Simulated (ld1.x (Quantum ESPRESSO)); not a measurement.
**B (Z = 5) PAW: all-electron and pseudo phase curves**

boron (B), PAW, made with ld1.x (Quantum ESPRESSO) 7.5 (PBEsol, scalar-relativistic). Core [He], reference 2s1.5 2p1.5. Waves: 2s (bound): rcut 0.90, rcutus 1.25 bohr; 2s channel at -0.15 Ry: rcut 0.90, rcutus 1.25 bohr; 2p (bound): rcut 1.45, rcutus 1.95 bohr; 2p channel at 2.25 Ry: rcut 1.45, rcutus 1.95 bohr; 3d channel at 0.2 Ry: rcut 1.60, rcutus 2.20 bohr. Local part: all-electron potential smoothed inside 1.45 bohr (lloc = -1). Core correction: Bessel-smoothed model core inside 0.80 bohr. Augmentation charge: BESSEL, radius 0.75 bohr.

The phase is arctan(r·u′/u) with u = r·R(r), unwrapped; energies in Ry, scanned from -3 to 5 Ry. A pole is an energy at which the radial function vanishes at the test radius. The pseudo phase is shifted by a multiple of π to meet the all-electron one at the reference energy, and phase errors are pseudo minus all-electron; the curves can meet again beyond the range given. Levels narrower than the energy grid can be missing from the lists of poles.

```csv
channel,radius (bohr),reference energy (Ry),"poles, all-electron","poles, pseudo",unbroken range about the reference energy with phases within 0.05 rad,phase error 1 Ry above the reference energy (rad)
s,2.39,-0.71,0.19,0.19,the whole range,-0.000
p,2.39,-0.28,0.56,0.56,the whole range,-0.000
d,2.39,0.20,3.79,4.52,below 1.5,+0.022
```

The ghost test of this file was not conclusive. Its overlap operator is not positive definite in a basis up to 400 Ry (lowest eigenvalue d -0.36), so the file is unfit for use: the generalised eigenproblem breaks down once the basis is large enough, and its test numbers describe a broken file.

Phases in the s channel:

| E (Ry) | all-electron | pseudo |
| --- | --- | --- |
| -3.00 | 1.276 | 1.276 |
| -2.52 | 1.229 | 1.229 |
| -2.04 | 1.149 | 1.149 |
| -1.56 | 0.970 | 0.970 |
| -1.08 | 0.315 | 0.315 |
| -0.60 | -1.068 | -1.068 |
| -0.12 | -1.467 | -1.467 |
| 0.36 | -1.613 | -1.613 |
| 0.84 | -1.704 | -1.704 |
| 1.32 | -1.787 | -1.787 |
| 1.80 | -1.887 | -1.887 |
| 2.28 | -2.045 | -2.047 |
| 2.76 | -2.384 | -2.391 |
| 3.24 | -3.201 | -3.223 |
| 3.72 | -4.000 | -4.016 |
| 4.20 | -4.324 | -4.334 |
| 4.68 | -4.470 | -4.478 |
